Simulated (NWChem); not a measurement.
# BH₃; SMILES B

All runs: NWChem. Pople sets run with spherical d functions. All runs use the structure optimised with PBE-D3(BJ)/def2-SVP. Level: PBE0/6-31+G*; the question gives the wavelength of the field.

Estimate the computed values for field 589 nm. Quantities: isotropic polarisability (bohr³); anisotropy (bohr³).


- isotropic polarisability (bohr³) = 15.1
- anisotropy (bohr³) = 9.8
